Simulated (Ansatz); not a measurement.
Program: Ansatz. Geometries: PBE0-D4/def2-TZVP. ΔE: electronic, gas phase. CCSD(T)/CBS adds triple-zeta CCSD(T) − MP2 to the extrapolated MP2 energy (def2 sets, frozen cores). This one scheme is used for every species. Functionals use def2-TZVPP. HSE06 is defined as in plane-wave codes. One conformer a species, not always the lowest.

Consider the formal exchange of groups at the Al–Si bond: `[BH2][Al]([NH2])[SiH3]` + CH₄ → `[BH2][Al]([CH3])[NH2]` + SiH₄.

`[BH2][Al]([NH2])[SiH3]`:

Z-matrix (Å, degrees):
```
Si
Al 1 2.464
H 1 1.493 2 111.8
H 1 1.493 2 111.8 3 119.1
H 1 1.493 2 112.5 3 -120.4
N 2 1.773 1 115.3 3 120.0
B 2 2.125 1 123.3 3 -60.1
H 6 1.008 2 124.0 1 0.1
H 6 1.007 2 126.0 1 -179.9
H 7 1.200 2 122.8 1 88.8
H 7 1.200 2 122.7 1 -87.9
```

CH₄:

```xyz
5

C     0.000    0.000    0.000
H     0.591    0.872   -0.278
H    -0.567    0.219    0.904
H     0.663   -0.845    0.183
H    -0.687   -0.246   -0.809
```

`[BH2][Al]([CH3])[NH2]`:

Z-matrix (Å, degrees):
```
C
Al 1 1.959
H 1 1.094 2 112.2
H 1 1.095 2 111.3 3 120.6
H 1 1.095 2 111.4 3 -120.7
N 2 1.777 1 117.7 3 -0.2
B 2 2.131 1 123.4 3 179.7
H 6 1.008 2 124.4 1 0.0
H 6 1.007 2 125.8 1 180.0
H 7 1.201 2 123.2 1 89.2
H 7 1.201 2 123.2 1 -89.1
```

SiH₄:

Z-matrix (Å, degrees):
```
Si
H 1 1.485
H 1 1.485 2 109.5
H 1 1.485 2 109.5 3 -120.0
H 1 1.485 2 109.5 3 120.0
```

```
             level  ΔE (kJ/mol)  difference from CCSD(T)/CBS
            PBE-D4         28.6                         14.1
          HSE06-D4         25.5                         11.0
              BLYP         17.4                          2.9
           r2SCAN0         17.9                          3.4
             HSE06         24.6                         10.1
           LC-ωPBE         16.6                          2.1
CCSD(T)/def2-TZVPP         15.1                          0.6
    MP2/def2-QZVPP          7.9                         -6.6
     MP2/CBS(def2)          8.0                         -6.5
    CCSD/CBS(def2)         13.3                         -1.2
       CCSD(T)/CBS         14.5                            0
```

Largest T1 diagnostic among the species: 0.013.

From BLYP to BHLYP (50 % exact exchange), in def2-TZVPP and without D4, ΔE moves by −6.0 kJ/mol. At CCSD(T), def2-SVP lies +3.3 kJ/mol from the extrapolated value and def2-TZVPP +0.6 kJ/mol. Leaving LDA and LC-ωPBE aside and taking each functional with its dispersion term where it has one, the values, not all of them listed here, spread over 20.2 kJ/mol, from ωB97M-V to PBE-D4.

CCSD(T)/CBS has its own doubt, a few kJ/mol and more with outer-core shells, so smaller differences from it don't rank the levels.
